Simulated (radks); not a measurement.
Initial-state core-level shifts of the palladium ion Pd2+ when its valence configuration changes from [Kr] 4d8. Method: scalar-relativistic Kohn-Sham, PBE, spin-unpolarised, spherical densities, point nucleus; computed with a radial shooting solver on a logarithmic mesh with Libxc functionals. Shifts are changes of the shell-averaged eigenvalues in eV (positive: less bound).

valence               1s       2s       3d       4s
4d7 5p1           -6.603   -6.895   -6.790   -6.190
4d7.5 5p0.5       -3.259   -3.397   -3.351   -3.078
4d7 5s1           -5.273   -5.592   -5.469   -4.865
4d6.5 5s1 5p0.5   -8.724   -9.211   -9.014   -8.036
4d5.5 5s2 5p0.5  -14.562  -15.447  -15.044  -13.167
4d6 5s2          -10.942  -11.632  -11.333   -9.935
4d6 5p2          -13.513  -14.164  -13.895  -12.477
4d6.5 5s0.5 5p1   -9.378   -9.853   -9.665   -8.685
4d7.5 5s0.5       -2.584   -2.737   -2.682   -2.402
